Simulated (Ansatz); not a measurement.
Start from `N[Si](F)(F)Cl` and change one atom or group to get `N[Si](F)(F)F`.

Ansatz, PBE0-D4/def2-TZVP geometries, multiplicity 1. Each molecule was computed in one conformer, which needn't be the lowest.

| property | `N[Si](F)(F)Cl` |
| --- | --- |
| HOMO–LUMO gap (B3LYP/def2-TZVPP) / eV | 8.32 |
| LUMO energy (B3LYP/def2-TZVPP) / eV | 0.09 |
| HOMO–LUMO gap (ωB97M-V/def2-TZVPP) / eV | 12.80 |
| HOMO energy (PBE0/def2-TZVPP) / eV | -8.50 |
| HOMO energy (ωB97M-V/def2-TZVPP) / eV | -10.86 |
| size of the dipole moment (PBE/def2-TZVPP) / D | 2.70 |

Problem. Give the same properties after the change, and the shifts. (An estimate is asked.)

Solution. The calculation gave: 
| property | `N[Si](F)(F)F` | shift |
| --- | --- | --- |
| HOMO–LUMO gap (B3LYP/def2-TZVPP) / eV | 8.47 | 0.15 |
| LUMO energy (B3LYP/def2-TZVPP) / eV | 0.09 | 0.00 |
| HOMO–LUMO gap (ωB97M-V/def2-TZVPP) / eV | 13.01 | 0.21 |
| HOMO energy (PBE0/def2-TZVPP) / eV | -8.65 | -0.15 |
| HOMO energy (ωB97M-V/def2-TZVPP) / eV | -11.08 | -0.22 |
| size of the dipole moment (PBE/def2-TZVPP) / D | 2.77 | 0.07 |

Dipoles are sizes alone; their direction can turn.

B3LYP here is the variant with VWN-RPA as its local correlation; programs differ in this.
